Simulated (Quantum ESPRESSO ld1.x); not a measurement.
Task: Al2+, 11 electrons, occupied as [He] 2s2 2p5 3s1 3d1 (not the ground configuration). Calculated with ld1.x of Quantum ESPRESSO 7.5: non-relativistic Kohn-Sham, BLYP, spin-unpolarised, spherical densities, point nucleus. Some entries of the table are withheld. Estimate them.

orbital,occ.,eigenvalue (eV),<r^2> (bohr^2)
1s,2,-1560.707,0.01953
2s,2,(1),(2)
2p,5,(3),(4)
3s,1,-28.987,(5)
3d,1,(6),9.474

Result: 
(1) 2s eigenvalue (eV): -148.862
(2) 2s <r^2> (bohr^2): 0.4413
(3) 2p eigenvalue (eV): -111.909
(4) 2p <r^2> (bohr^2): 0.4087
(5) 3s <r^2> (bohr^2): 4.567
(6) 3d eigenvalue (eV): -12.309
